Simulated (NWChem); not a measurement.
Molecule: C$_{5}$H$_{8}$; SMILES C=CC1CC1

```xyz
13

C     -0.1193    -2.2455     0.0000
C      0.3791    -1.0061     0.0000
C     -0.4218     0.2367     0.0000
C      0.0769     1.4614    -0.7504
C      0.0769     1.4614     0.7504
H     -1.1915    -2.4306     0.0000
H      0.5253    -3.1196     0.0000
H      1.4623    -0.8684     0.0000
H     -1.4994     0.0842     0.0000
H      1.0306     1.3808    -1.2662
H     -0.6593     2.0681    -1.2708
H      1.0306     1.3808     1.2662
H     -0.6593     2.0681     1.2708
```
Atoms are numbered in this order, from 1.

Computed with NWChem. Structure relaxed at the B3LYP/6-31G* (spherical d) level. Level: M05-2X/def2-SVP with SMD (1 M gas to 1 M solution), gas-phase geometry.

Q: Among these, which solvent gives the highest value of “cavity-dispersion-structure term (kcal/mol)”?
A. cyclohexane
B. water
C. 2-propanol
D. dichloromethane

A: B, water. Values: cyclohexane -2.4; dichloromethane -2.4; 2-propanol -0.8; water 3.2
